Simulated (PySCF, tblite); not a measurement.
Isomers of C6H11O2 (doublet state), one GFN2-xTB conformer each. Single-point energies are computed at B3LYP/pcH-1 (PySCF, gas phase, no added dispersion term), electronic only. GFN2-xTB treats the open shell by occupation alone, and not every SCF solution was tested for stability.

Question: Rank them by B3LYP/pcH-1 energy, lowest first (kJ/mol).
A. `[CH3:1][CH2:2][CH2:3][O:4][CH2:5][CH:6][CH:7]=[O:8]` (doublet state) with C1–C2–C3–O4 -179°, C2–C3–O4–C5 176°, C3–O4–C5–C6 180°, O4–C5–C6–C7 177°, C5–C6–C7–O8 0°
B. `[CH3:1][O:2][C:3]1[CH2:4][CH2:5][CH2:6][CH2:7][O:8]1` (doublet state) with C1–O2–C3–C4 -176°, O2–C3–C4–C5 102°, C3–C4–C5–C6 50°, C4–C5–C6–C7 -57°, C5–C6–C7–O8 58°
C. `[CH2:1][C@H:2]1[CH2:3][O:4][C@@H:5]([CH3:6])[O:7][CH2:8]1` (doublet state) with H–C1–C2–C3 153° and -38°, C1–C2–C3–O4 68°, C2–C3–O4–C5 59°, C3–O4–C5–C6 -179°, O4–C5–O7–C8 59°
D. `[CH2:1][CH2:2][CH2:3][CH2:4][C:5](=[O:6])[O:7][CH3:8]` (doublet state) with H–C1–C2–C3 -127° and 66°, C1–C2–C3–C4 57°, C2–C3–C4–C5 -62°, C3–C4–C5–O6 -62°, C4–C5–O7–C8 176°

Answer: D (0.0), A (26.8), B (44.4), C (55.0).

Neighbours under 21 kJ/mol apart (CCCOC[CH]C=O and CO[C]1CCCCO1; CO[C]1CCCCO1 and [CH2][C@H]1CO[C@@H](C)OC1) can change places with a better method, another conformer or zero-point energy. GFN2-xTB itself gives, in the same order: 41.3, 86.9, 0.0, 50.0. GFN2-xTB puts CO[C]1CCCCO1 lowest instead; measured from each level's own lowest isomer, the values differ by up to 60.1 kJ/mol (CCCOC[CH]C=O: 86.9 against 26.8).

Q: What happens when harmonic zero-point energies from GFN2-xTB frequencies are added?

A: 
```json
{"SMILES": "[CH2]CCCC(=O)OC", "ZPE (kJ/mol)": "412.4", "electronic (kJ/mol)": "0.0", "with ZPE (kJ/mol)": "0.0"}
{"SMILES": "CCCOC[CH]C=O", "ZPE (kJ/mol)": "410.2", "electronic (kJ/mol)": "26.8", "with ZPE (kJ/mol)": "24.6"}
{"SMILES": "CO[C]1CCCCO1", "ZPE (kJ/mol)": "422.1", "electronic (kJ/mol)": "44.4", "with ZPE (kJ/mol)": "54.1"}
{"SMILES": "[CH2][C@H]1CO[C@@H](C)OC1", "ZPE (kJ/mol)": "415.4", "electronic (kJ/mol)": "55.0", "with ZPE (kJ/mol)": "58.1"}
```

The zero-point energies span 11.9 kJ/mol. The order is unchanged.
